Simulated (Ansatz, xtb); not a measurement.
Relative energy of two isomers of C7H3NO

Structure I is `C#Cc1cc(C#C)on1`, a singlet and structure II is `C#CC(=O)[C@H](C#C)C#N`, a singlet. Both are isolated molecules in the gas phase, relaxed with B3LYP/def2-SVP; each stands in its lowest conformer found.

I (Å):

```tsv
atom	x (Å)	y (Å)	z (Å)
C	-4.1837	-2.2507	2.4642
C	-3.4792	-1.3609	2.0392
C	-2.6312	-0.3382	1.5170
C	-1.5736	-0.4872	0.5662
C	-1.0932	0.7880	0.4168
C	-0.0529	1.3375	-0.3724
C	0.8394	1.8001	-1.0514
N	-2.7592	0.9256	1.8950
O	-1.8061	1.6247	1.2128
H	-4.8137	-3.0319	2.8475
H	-1.2326	-1.3951	0.0784
H	1.6292	2.2134	-1.6515
```

II (Å):

```xyz
12

C    -3.1941   -1.2034    2.7372
C    -2.3835   -0.3832    2.3626
C    -1.3977    0.5775    1.9088
C    -0.8738    0.3860    0.4415
C    -1.9416    0.6616   -0.5252
C    -2.8358    0.9113   -1.3002
C    -0.2819   -0.9498    0.2596
N     0.1944   -1.9982    0.1394
O    -0.9923    1.4916    2.5809
H    -3.9131   -1.9287    3.0743
H    -0.0716    1.1367    0.3358
H    -3.6274    1.1291   -1.9934
```

Quicker runs give these differences E(II) − E(I): GFN2-xTB +0.569 eV; HF/STO-3G +0.571 eV (at GFN2-xTB geometries); r2SCAN-D4/def2-SVP −0.036 eV (at GFN2-xTB geometries).

Q: Estimate E(II) − E(I) at the level CCSD(T)/def2-SVP + ΔMP2/def2-TZVPP.

A: Calculated at CCSD(T)/def2-SVP + ΔMP2/def2-TZVPP: E(II) − E(I) = −0.581 eV, so structure II lies lower.

The same difference at several levels:

| level | geometry | E(II) − E(I) (eV) | departure from the last row (eV) | job, with rough time for the two |
| --- | --- | --- | --- | --- |
| GFN2-xTB | GFN2-xTB | +0.569 | +1.150 | optimisation, 0.18 s |
| HF/STO-3G | GFN2-xTB | +0.571 | +1.153 | single point, 0.42 s |
| r2SCAN-D4/def2-SVP | GFN2-xTB | −0.036 | +0.545 | single point, 3.6 s |
| B3LYP/def2-SVP | B3LYP/def2-SVP | −0.277 | +0.305 | optimisation, 43 s |
| HF/def2-SVP | B3LYP/def2-SVP | −1.094 | −0.513 | part of the CCSD(T) run |
| MP2/def2-SVP | B3LYP/def2-SVP | −0.683 | −0.102 | part of the CCSD(T) run |
| CCSD(T)/def2-SVP | B3LYP/def2-SVP | −0.732 | −0.151 | single point |
| CCSD(T)/def2-SVP + ΔMP2/def2-TZVPP | B3LYP/def2-SVP | −0.581 |  | single point, 82 s |

As drawn, II has 2 C–C, 1 C=O, 1 C≡N in place of 2 C∷C, 1 C∷O, 1 N∷O, 1 C∷N (∷ is an aromatic bond). Structure I has a 5-membered ring (with an aromatic ring), II no ring.

GFN2-xTB, HF/STO-3G put the two in the other order. The largest departure from CCSD(T)/def2-SVP + ΔMP2/def2-TZVPP is that of HF/STO-3G, 1.153 eV. The last row adds to CCSD(T) the change of the MP2 difference between the two basis sets, here +0.151 eV, a large step that makes the value less sure.

With thermal terms from frequencies at re-optimised GFN2-xTB minima (ideal gas, soft modes damped towards free rotors, one conformer each, 298.15 K, 1 atm): on the last row, ΔE + ΔZPE = −0.646, ΔH = −0.605, ΔG = −0.703 eV.

The correlated steps freeze 9 core orbitals. Mirror images aren't counted in ΔG. Run with Ansatz 0.2.0, xtb 6.7.1; the last row on 4 threads of Arm Neoverse V1 on a shared host.
